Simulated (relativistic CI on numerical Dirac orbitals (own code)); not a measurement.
**Crystal-field levels of Cr⁴⁺, 3d2**

Calculated by Dirac-Coulomb-Breit CI, KLI orbitals optimised for each configuration, a model potential for QED, valence Slater integrals scaled by 0.8, one configuration in a parametric crystal field (own radial code).

Field parameters in Wybourne normalisation: D4h B²₀ = −7Ds, B⁴₀ = 21(Dq − Dt), B⁴₄ = 21√(5/14) Dq; Td as Oh with Dq negative (B⁴₀ = 21Dq, B⁴₄ = √(5/14) B⁴₀). The field is a parameter set, without covalency.

S and J are read from ⟨S²⟩ = S(S + 1) and ⟨J²⟩ = J(J + 1) of each level; they are not fictitious spins.

D4h, 10Dq = 15400, Ds = 100, Dt = -410 cm⁻¹, the lowest 10 levels:

```tsv
E (cm⁻¹)	Degeneracy	Irrep	S	J
0.0	1	A1	1.00	3.02
26.1	2	E	1.00	3.10
2014	1	B1	1.00	2.74
2027	1	B2	1.00	2.78
2266	2	E	1.00	3.24
2463	1	A2	1.00	3.53
2493	1	A1	1.00	3.64
14192	1	B2	0.06	2.97
14493	1	B1	0.00	3.09
16070	2	E	0.63	3.06
```

Td, 10Dq = -15250 cm⁻¹, the lowest 10 levels:

```tsv
E (cm⁻¹)	Degeneracy	Irrep	S	J
0.0	3	T2	1.00	3.23
14856	2	E	0.56	3.00
15115	1	A2	1.00	3.00
15185	3	T2	1.00	3.15
15334	3	T1	1.00	3.38
15672	2	E	0.67	3.12
23528	3	T2	1.00	2.68
23549	2	E	1.00	2.74
23779	3	T1	1.00	3.11
23825	1	A1	0.98	3.27
```

Td, 10Dq = -15400 cm⁻¹, the lowest 10 levels:

| E (cm⁻¹) | Degeneracy | Irrep | S | J |
| --- | --- | --- | --- | --- |
| 0.0 | 3 | T2 | 1.00 | 3.23 |
| 14917 | 2 | E | 0.48 | 2.95 |
| 15265 | 1 | A2 | 1.00 | 3.00 |
| 15335 | 3 | T2 | 1.00 | 3.15 |
| 15484 | 3 | T1 | 1.00 | 3.38 |
| 15764 | 2 | E | 0.74 | 3.17 |
| 23719 | 3 | T2 | 1.00 | 2.67 |
| 23740 | 2 | E | 1.00 | 2.74 |
| 23967 | 3 | T1 | 1.00 | 3.10 |
| 24008 | 1 | A1 | 0.98 | 3.26 |

The free-ion ground term has S = 1. Every field shown keeps that spin.

Levels of this model without a field, named by their leading LS term (the scale mimics covalency, so terms lie below those of the real free ion): ³F2 0, ³F3 484, ³F4 1090, ¹D2 13173, ³P0 15411, ³P1 15585, ³P2 15932, ¹G4 20219 cm⁻¹.
